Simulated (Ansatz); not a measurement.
Start from `[O]=[Mo]([F])([F])([Cl])[Cl]` and change one atom or group to get `[O]=[Mo]([F])([Cl])([Cl])[Cl]`.

Ansatz, PBE0-D4/def2-TZVP geometries, multiplicity 1. 

Elements past krypton have def2 core potentials.

```json
{"property": "HOMO–LUMO gap (B3LYP/def2-TZVPP) / eV", "`[O]=[Mo]([F])([F])([Cl])[Cl]`": "3.79"}
{"property": "size of the dipole moment (PBE/def2-TZVPP) / D", "`[O]=[Mo]([F])([F])([Cl])[Cl]`": "0.68"}
{"property": "LUMO energy (ωB97M-V/def2-TZVPP) / eV", "`[O]=[Mo]([F])([F])([Cl])[Cl]`": "-3.23"}
{"property": "size of the dipole moment (B3LYP/def2-TZVPP) / D", "`[O]=[Mo]([F])([F])([Cl])[Cl]`": "0.87"}
{"property": "HOMO–LUMO gap (PBE/def2-TZVPP) / eV", "`[O]=[Mo]([F])([F])([Cl])[Cl]`": "2.32"}
{"property": "LUMO energy (PBE0/def2-TZVPP) / eV", "`[O]=[Mo]([F])([F])([Cl])[Cl]`": "-5.31"}
```

Question: What does the change do to each property? (Best estimate.)

Answer: Computed: 
| property | `[O]=[Mo]([F])([Cl])([Cl])[Cl]` | shift |
| --- | --- | --- |
| HOMO–LUMO gap (B3LYP/def2-TZVPP) / eV | 3.36 | -0.43 |
| size of the dipole moment (PBE/def2-TZVPP) / D | 0.51 | -0.17 |
| LUMO energy (ωB97M-V/def2-TZVPP) / eV | -3.44 | -0.21 |
| size of the dipole moment (B3LYP/def2-TZVPP) / D | 0.63 | -0.24 |
| HOMO–LUMO gap (PBE/def2-TZVPP) / eV | 1.93 | -0.39 |
| LUMO energy (PBE0/def2-TZVPP) / eV | -5.44 | -0.13 |

With PBE0 the HOMO rises by 0.31 eV and the LUMO falls by 0.13 eV, so the gap narrows by about 0.44 eV. PBE moves the HOMO by 0.28 eV and ωB97M-V by 0.31 eV. Dipoles are sizes alone; their direction can turn.

B3LYP here is the variant with VWN-RPA as its local correlation; programs differ in this.
